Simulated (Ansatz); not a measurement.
The same path of ClH + H4O2Si (9 atoms, charge 0, multiplicity 1) was run 3 times with different band settings. Lost on the way: Si1–H2, Cl8–H9. Made: Si1–Cl8, H2–H9.

Level of theory: RKS PBE-D4/6-31G* in Ansatz 0.2.0.

Relaxed end points:

```xyz
9
Properties=species:S:1:pos:R:3
Si 0.067 0.206 -0.460
H 0.841 0.182 0.854
H 0.898 0.774 -1.553
O -1.225 1.253 -0.323
H -1.865 1.061 0.388
O -0.299 -1.363 -0.875
H -0.494 -1.972 -0.134
Cl 0.022 -2.324 2.379
H 0.647 -1.236 1.999
```

```xyz
9
Properties=species:S:1:pos:R:3
Si 0.120 -0.466 -0.770
H 0.117 0.465 2.758
H 0.934 0.075 -1.887
O -0.396 0.857 0.078
H -1.084 0.675 0.749
O -1.188 -1.380 -1.240
H -1.045 -2.345 -1.201
Cl 1.362 -1.709 0.363
H -0.228 0.410 3.424
```

Common settings: spring 5.0 eV/Å²; optimiser quadratic models (default); start path through a guess of the saddle point; force threshold 0.05 eV/Å; end points relaxed.

| run | movable images | climbing image | iteration limit |
| --- | --- | --- | --- |
| 1 | 7 | yes | 60 |
| 2 | 2 | no | 60 |
| 3 | 7 | yes | 3 |

Question: What does each run give, and how far can it be trusted?

Answer: Run 1: converged after 24 iterations, highest image 1.014 eV above the first end. A vibrational analysis at the climbing image gives one clearly imaginary mode, 603i cm⁻¹: a first-order saddle point.
Run 2: converged after 20 iterations, highest image 0.059 eV above the first end. No image climbed, so the highest image needn't sit at the top of the path. A band with more images between the same ends climbed to 1.01 eV, so this one has probably stepped over the top. So few images can step over the top or miss a turn of the path.
Run 3: not converged after 3 iterations, highest image 1.309 eV above the first end. The band didn't meet its force threshold, so its energies are provisional: the largest band force was still 2.60 eV/Å, and over the last iterations the top moved between 1.31 and 2.68 eV.
The orbitals stay closed-shell, which can raise the energy where a bond breaks towards radicals; this wasn't checked here.
